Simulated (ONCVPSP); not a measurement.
**Before and after: ONCV potential for Mo**

ONCVPSP 4.0.1 input, shortened (lines: element, Z, core and valence counts, functional; n l f; lmax; l rc ep ncon nbas qcut; lloc lpopt rc5 dvloc0; l nproj debl; icmod fcfact rcfact), PBE, fully relativistic:

```
  Mo 42.00    8    3        4      upf
    1    0    2.00
    2    0    2.00
    2    1    6.00
    3    0    2.00
    3    1    6.00
    3    2   10.00
    4    0    2.00
    4    1    6.00
    4    2    5.00
    5    0    0.50
    5    1    0.50
    2
    0    3.20    0.00    4    8    2.10
    1    3.15    0.00    3    6    2.30
    2    1.65    0.00    4    7    6.00
    4    3    1.25    1.00
    0    2    1.70
    1    2    2.20
    2    2    3.90
    0    0.00    0.00
```

Open shells are filled in proportion to 2j + 1.

Change: local potential polynomial inside 1.25 bohr (lpopt 3, dvloc0 7.5 Ha).

Cutoffs: the cutoffs (Ha) at which the residual kinetic energy of the hardest occupied pseudo-wave falls to 1 and 0.1 mHa per electron; they do not see the model core or the augmentation charge, which bear on the density cutoff. Errors are all-electron minus pseudo energies relative to the spin-unpolarised reference configuration.

Question: Predict the effect on cutoff, ghosts and configuration errors.

Answer: The potential gets neither clearly harder nor softer (18 Ha and 52 Ha → 18 Ha and 52 Ha); the bound ghost in s disappears; the errors of the 4 common tests hardly move; the range in which the s phases agree narrows (upper end 2.9 → 1.5); the range in which the p3/2 phases agree widens (upper end 0.9 → 2.3). In the separable form a ghost depends on how the local part lies against the semilocal potential of the channel, so the choice of the local part can create or remove one.

| quantity | base | changed |
| --- | --- | --- |
| cutoff, loose | 18 Ha | 18 Ha |
| cutoff, tight | 52 Ha | 52 Ha |
| bound ghosts | s | none |
| GHOST(+) flags under 300 eV | p3/2 at 31.0 eV, p1/2 at 33.2 eV | s at 42.5 eV, p3/2 at 70.4 eV, p1/2 at 72.3 eV |
| error for 4d5 5s1 5p0, meV [ΔE -1.54 eV] | +0.9 | +1.0 |
| error for 4d5 5s0 5p0, meV [ΔE 5.35 eV] | +13 | +13 |
| error for 4d4 5s0 5p0, meV [ΔE 20.81 eV] | +55 | +55 |
| error for 4d4 5s2 5p0, meV [ΔE -1.35 eV] | -13 | -13 |
| s: phases at 3.24 bohr within 0.05 rad from the reference energy up to (Ha; the scan ends near 5) | 2.9 | 1.5 |
| p3/2: phases at 3.20 bohr within 0.05 rad from the reference energy up to (Ha; the scan ends near 5) | 0.9 | 2.3 |
| p1/2: phases at 3.20 bohr within 0.05 rad from the reference energy up to (Ha; the scan ends near 5) | 1.0 | 2.4 |
| d5/2: phases at 1.68 bohr within 0.05 rad from the reference energy up to (Ha; the scan ends near 5) | to the end of the scan | to the end of the scan |
| d3/2: phases at 1.68 bohr within 0.05 rad from the reference energy up to (Ha; the scan ends near 5) | to the end of the scan | to the end of the scan |

 A true bound ghost makes a file unfit for plane-wave use even where its test errors are small: the radial tests pick states by their node count and pass the ghost by.
